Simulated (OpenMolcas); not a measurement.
**Ir4+: input and output**

Ir4+ among 6 point charges of -0.75 e arranged as a tetragonal octahedron (D4h), 1.92 Å from the ion, with the axial distance 2.093 Å. With inversion symmetry the input lists one of each pair of outer charges.

Input:

```
&GATEWAY
Coord
1

Ir 0.0 0.0 0.0
Basis=ANO-RCC-VTZP
Group=XYZ
NoMove
AngMom=0.0 0.0 0.0
AMFI
XField
3 Angstrom 0
1.920000 0.000000 0.000000 -0.750000
0.000000 1.920000 0.000000 -0.750000
0.000000 0.000000 2.092800 -0.750000
&SEWARD
* reference wave functions (RASSCF and RASSI steps not shown): 5 electrons in 5 orbitals (5d)
>>> COPY JOB001 $Project.JobIph
&CASPT2
Multistate=1 1
Frozen=14 16
IPEA=0.25
Imaginary=0.1
MaxIter=60
WThr=0.0 0.3 0.05
PrWF=0.5
NoMix
>>> COPY JOB002 $Project.JobIph
&CASPT2
Multistate=24 1 2 3 4 5 6 7 8 9 10 11 12 13 14 15 16 17 18 19 20 21 22
23 24
NoMult
Frozen=14 16
IPEA=0.25
Imaginary=0.1
MaxIter=60
WThr=0.0 0.3 0.05
PrWF=0.5
NoMix
>>> COPY JOB003 $Project.JobIph
&CASPT2
Multistate=75 1 2 3 4 5 6 7 8 9 10 11 12 13 14 15 16 17 18 19 20 21 22
23 24 25 26 27 28 29 30 31 32 33 34 35 36 37 38 39 40 41 42 43 44 45 46
47 48 49 50 51 52 53 54 55 56 57 58 59 60 61 62 63 64 65 66 67 68 69 70
71 72 73 74 75
NoMult
Frozen=14 16
IPEA=0.25
Imaginary=0.1
MaxIter=60
WThr=0.0 0.3 0.05
PrWF=0.5
NoMix
```

Launched by
```bash
OMP_NUM_THREADS=1 MOLCAS_MEM=1689 MOLCAS_PROJECT=a pymolcas a.inp > a.log  # once for each step of the input, in one work folder
```

Output, cut to the results:

```
--- CASPT2 ---
Orbital specifications:
      -----------------------

      Symmetry species                           1   2
                                                ag  au
      Frozen orbitals                           14  16
      Inactive orbitals                          1   3
      Active orbitals                            5   0
      Secondary orbitals                        22  23
      Deleted orbitals                           0   0
      Number of basis functions                 42  42
Type of calculation                        SS-CASPT2
      Fock operator                              state-specific
      IPEA shift                                 0.25
      Real shift                                 0.00
      Imaginary shift                            0.10
      The input orbitals will be transformed to quasi-canonical
Reference energy:      -17812.1490883986
      E2 (Non-variational):      -0.2877179829
      Shift correction:          -0.0000825260
      E2 (Variational):          -0.2878005090
      Total energy:          -17812.4368889076
      Residual norm:              0.0000000859
      Reference weight:           0.95679
      Contributions to the CASPT2 correlation energy
      Active & Virtual Only:         -0.0518443886
      One Inactive Excited:          -0.1507965957
      Two Inactive Excited:          -0.0850769985
::    CASPT2 Root  1     Total energy: -17812.43688891
--- CASPT2 ---
Orbital specifications:
      -----------------------

      Symmetry species                           1   2
                                                ag  au
      Frozen orbitals                           14  16
      Inactive orbitals                          1   3
      Active orbitals                            5   0
      Secondary orbitals                        22  23
      Deleted orbitals                           0   0
      Number of basis functions                 42  42
Type of calculation                        SS-CASPT2
      Fock operator                              state-specific
      IPEA shift                                 0.25
      Real shift                                 0.00
      Imaginary shift                            0.10
      The input orbitals will be transformed to quasi-canonical
Reference energy:      -17812.0330925918
      E2 (Non-variational):      -0.3007495407
      Shift correction:          -0.0001120180
      E2 (Variational):          -0.3008615587
      Total energy:          -17812.3339541505
      Residual norm:              0.0000000662
      Reference weight:           0.95295
      Contributions to the CASPT2 correlation energy
      Active & Virtual Only:         -0.0637849170
      One Inactive Excited:          -0.1501026117
      Two Inactive Excited:          -0.0868620120
Reference energy:      -17812.0304165382
      E2 (Non-variational):      -0.3014467568
      Shift correction:          -0.0001133617
      E2 (Variational):          -0.3015601184
      Total energy:          -17812.3319766566
      Residual norm:              0.0000000713
      Reference weight:           0.95270
      Contributions to the CASPT2 correlation energy
      Active & Virtual Only:         -0.0640189352
      One Inactive Excited:          -0.1508772551
      Two Inactive Excited:          -0.0865505664
::    CASPT2 Root  1     Total energy: -17812.33395415
::    CASPT2 Root  2     Total energy: -17812.33197666
::    CASPT2 Root  3     Total energy: -17812.33197669
::    CASPT2 Root  4     Total energy: -17812.32827680
::    CASPT2 Root  5     Total energy: -17812.32827679
::    CASPT2 Root  6     Total energy: -17812.32628693
::    CASPT2 Root  7     Total energy: -17812.32535172
::    CASPT2 Root  8     Total energy: -17812.32578717
::    CASPT2 Root  9     Total energy: -17812.32379028
::    CASPT2 Root 10     Total energy: -17812.31010849
::    CASPT2 Root 11     Total energy: -17812.31010848
::    CASPT2 Root 12     Total energy: -17812.30480805
::    CASPT2 Root 13     Total energy: -17812.30541954
::    CASPT2 Root 14     Total energy: -17812.30449502
::    CASPT2 Root 15     Total energy: -17812.29365318
::    CASPT2 Root 16     Total energy: -17812.29629108
::    CASPT2 Root 17     Total energy: -17812.29629107
::    CASPT2 Root 18     Total energy: -17812.25269713
::    CASPT2 Root 19     Total energy: -17812.25269713
::    CASPT2 Root 20     Total energy: -17812.25235349
::    CASPT2 Root 21     Total energy: -17812.25166071
::    CASPT2 Root 22     Total energy: -17812.25075042
::    CASPT2 Root 23     Total energy: -17812.24367210
::    CASPT2 Root 24     Total energy: -17812.24367212
--- CASPT2 ---
Orbital specifications:
      -----------------------

      Symmetry species                           1   2
                                                ag  au
      Frozen orbitals                           14  16
      Inactive orbitals                          1   3
      Active orbitals                            5   0
      Secondary orbitals                        22  23
      Deleted orbitals                           0   0
      Number of basis functions                 42  42
Type of calculation                        SS-CASPT2
      Fock operator                              state-specific
      IPEA shift                                 0.25
      Real shift                                 0.00
      Imaginary shift                            0.10
      The input orbitals will be transformed to quasi-canonical
Reference energy:      -17811.9813182514
      E2 (Non-variational):      -0.3039766522
      Shift correction:          -0.0000998462
      E2 (Variational):          -0.3040764984
      Total energy:          -17812.2853947498
      Residual norm:              0.0000005135
      Reference weight:           0.95279
      Contributions to the CASPT2 correlation energy
      Active & Virtual Only:         -0.0657556135
      One Inactive Excited:          -0.1534621791
...
```

Spin-orbit levels above the lowest (labels of D4, the rotations of D4h), with the averaged single-state CASPT2 energies on the diagonal:

```json
{"E (cm-1)": "0", "Degeneracy": "2", "Label": "E3/2", "2S+1": "6 (84 %)", "g": "2.12 2.12 4.79"}
{"E (cm-1)": "21", "Degeneracy": "2", "Label": "E1/2", "2S+1": "6 (84 %)", "g": "1.93 5.79 5.79"}
{"E (cm-1)": "130", "Degeneracy": "2", "Label": "E3/2", "2S+1": "6 (85 %)", "g": "2.13 2.13 8.68"}
{"E (cm-1)": "16190", "Degeneracy": "2", "Label": "E3/2", "2S+1": "4 (54 %)", "g": "1.81 1.81 2.11"}
{"E (cm-1)": "17730", "Degeneracy": "2", "Label": "E1/2", "2S+1": "4 (62 %)", "g": "1.65 3.31 3.31"}
{"E (cm-1)": "18970", "Degeneracy": "2", "Label": "E3/2", "2S+1": "4 (63 %)", "g": "1.95 1.95 3.49"}
{"E (cm-1)": "22350", "Degeneracy": "2", "Label": "E1/2", "2S+1": "4 (90 %)", "g": "0.76 3.89 3.89"}
{"E (cm-1)": "22390", "Degeneracy": "2", "Label": "E3/2", "2S+1": "4 (85 %)", "g": "1.46 1.46 1.83"}
{"E (cm-1)": "22740", "Degeneracy": "2", "Label": "E3/2", "2S+1": "4 (87 %)", "g": "1.81 1.81 3.67"}
{"E (cm-1)": "23040", "Degeneracy": "2", "Label": "E1/2", "2S+1": "4 (85 %)", "g": "0.52 0.52 0.92"}
{"E (cm-1)": "23290", "Degeneracy": "2", "Label": "E3/2", "2S+1": "4 (86 %)", "g": "1.19 1.19 4.53"}
{"E (cm-1)": "23590", "Degeneracy": "2", "Label": "E1/2", "2S+1": "4 (88 %)", "g": "0.77 0.77 2.88"}
{"E (cm-1)": "24220", "Degeneracy": "2", "Label": "E1/2", "2S+1": "4 (84 %)", "g": "0.86 1.68 1.68"}
{"E (cm-1)": "24410", "Degeneracy": "2", "Label": "E3/2", "2S+1": "4 (80 %)", "g": "0.08 2.66 2.66"}
{"E (cm-1)": "24650", "Degeneracy": "2", "Label": "E3/2", "2S+1": "4 (80 %)", "g": "0.03 0.03 1.65"}
{"E (cm-1)": "24840", "Degeneracy": "2", "Label": "E1/2", "2S+1": "4 (83 %)", "g": "0.87 5.41 5.41"}
{"E (cm-1)": "24950", "Degeneracy": "2", "Label": "E3/2", "2S+1": "4 (81 %)", "g": "0.07 3.39 3.39"}
{"E (cm-1)": "25090", "Degeneracy": "2", "Label": "E1/2", "2S+1": "4 (81 %)", "g": "0.68 3.88 3.88"}
{"E (cm-1)": "25470", "Degeneracy": "2", "Label": "E1/2", "2S+1": "4 (81 %)", "g": "0.13 3.05 3.05"}
{"E (cm-1)": "25690", "Degeneracy": "2", "Label": "E1/2", "2S+1": "4 (89 %)", "g": "0.34 0.34 3.42"}
```

Point charges give a weaker field than real ligands, and real ions of this kind are as a rule low spin; the high spin found here belongs to the model. Free-ion shares, where given, are those of the reference states; single-state CASPT2 does not remix them. Point charges carry no covalency, so the field is a model and not that of real ligands. No measured value stands beside these numbers.
